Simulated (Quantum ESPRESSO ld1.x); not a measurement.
Coherent X-ray form factor from a spherical all-electron density. Method: scalar-relativistic Kohn-Sham, LDA (Slater exchange, Perdew-Wang correlation), spin-polarised, spherical densities, point nucleus; computed with ld1.x of Quantum ESPRESSO 7.5.

sin(theta)/lambda (1/angstrom)  f0 (electrons)
0.05                                    61.980
0.1                                     59.393
0.15                                    56.086
0.2                                     52.602
0.25                                    49.171
0.3                                     45.912
0.4                                     40.158
0.5                                     35.440
0.6                                     31.518
0.8                                     25.338
1                                       20.975
1.25                                    17.490
1.5                                     15.202
2                                       11.578

The species is in the configuration that NIST lists as its ground one. Which atom or ion scatters so?

Answer. The gadolinium ion Gd+, [Xe] 4f7 5d1 6s1. Extrapolating in s^2 from the first two rows gives f0(0) = 62.8, near the electron count 63; among species with that count, the fall with angle is slower the higher Z, and the table is that of Z = 64; from so few rows the species is fixed only to a neighbour or two.
